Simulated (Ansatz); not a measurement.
System: silanone, sum formula H2SiO (charge 0, singlet). 
Coordinates optimised at B3LYP-D3(BJ)/def2-TZVP (Ansatz, an electronic-structure program):
SMILES: O=[SiH2]
```xyz
4

Si     0.0729    -0.4313    -0.0029
O     -0.1804     1.0669     0.0071
H     -0.9986    -1.4531    -0.0255
H      1.4209    -1.0442     0.0090
```

Property: vertical triplet-singlet gap (E(triplet) - E(singlet); each state is the SCF solution reached for its spin), in kJ/mol. Cores are frozen in the correlated levels unless marked. UHF or UKS for open shells. Spin-orbit coupling is left out. No relativistic terms. CBS marks a two-point X^-3 extrapolation of the correlation energy; Hartree-Fock from the larger set.

```
level                                        program  vertical triplet-singlet gap (kJ/mol)
-------------------------------------------  -------  -------------------------------------
HF/aug-cc-pV(T+d)Z                            Ansatz                                  250.4
SVWN5/def2-TZVPD                              Ansatz                                  365.7
RI-MP2/CBS(aug-cc-pV(T+d)Z,aug-cc-pV(Q+d)Z)   Ansatz                                  444.3
SCS-MP2/def2-SVPD                             Ansatz                                  430.6
```

Predict the CCSD(T)/CBS(def2-TZVPPD,def2-QZVPPD) result (Ansatz).

390.8 kJ/mol, so SCS-MP2/def2-SVPD differs from it by 39.8 kJ/mol.
